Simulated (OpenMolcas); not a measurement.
# How methods differ on CH6FNSn (SMILES [CH3][SnH]([NH2])[F])

The species is CH6FNSn (10 atoms), meant as a singlet with charge 0. As SMILES, `[CH3][SnH]([NH2])[F]`. The coordinates come from a PBE0-D4/def2-TZVP relaxation. This is one conformer, not always the lowest.

```xyz
10

C    -1.0233    1.1869    0.3056
Sn   -0.0126   -0.4241   -0.6328
N     1.5222   -1.0852    0.4658
F    -1.3086   -1.8554   -0.5934
H    -1.1915    0.9354    1.3529
H    -0.4324    2.1007    0.2428
H    -1.9853    1.3425   -0.1813
H     0.4133   -0.3293   -2.2803
H     1.7197   -0.6107    1.3332
H     2.3816   -1.3120   -0.0097
```

Quantity: the energy change with the Sn2–H8 bond stretched from 1.704 to 3.068 Å, in eV. The values are calculated.

```
                                                                 level                   kind     program  value (eV)  less CCSD(T)/def2-SVP  CPU time (all runs)
                           HF/def2-SVP (core potential) (unrestricted)           Hartree–Fock  OpenMolcas        2.52                  -0.25                 49 s
                          SVWN5/def2-SVP (core potential) (restricted)                    LDA  OpenMolcas        2.80                  +0.03                 98 s
                            PBE/def2-SVP (core potential) (restricted)                    GGA  OpenMolcas        2.68                  -0.09              2.4 min
                          M06-L/def2-SVP (core potential) (restricted)               meta-GGA  OpenMolcas        2.89                  +0.12              2.5 min
                          B3LYP/def2-SVP (core potential) (restricted)          global hybrid  OpenMolcas        2.93                  +0.16              2.1 min
                         B2PLYP/def2-SVP (core potential) (restricted)          double hybrid  OpenMolcas        3.09                  +0.32                 87 s
                            MP2/def2-SVP (core potential) (restricted)    perturbation theory  OpenMolcas        3.35                  +0.58                 35 s
CCSD(T)/def2-SVP (Cholesky decomposition, core potential) (restricted)  coupled cluster or CI  OpenMolcas        2.77                   0.00               25 min
```

Differences are taken from CCSD(T)/def2-SVP (Cholesky decomposition, core potential) (restricted) for orientation; it has basis-set and higher-order errors of its own. At this stretch a single reference begins to fail. The first shape isn't each level's own minimum. The values span 2.52 to 3.35 eV. Spin contamination of the reference (⟨S²⟩ at least 0.1 too high) touches HF/def2-SVP. In the correlated wave-function rows the outer d shell of Sn is correlated, in sets not made for it. CPU times are rough (shared hosts, several kinds of processor and program).
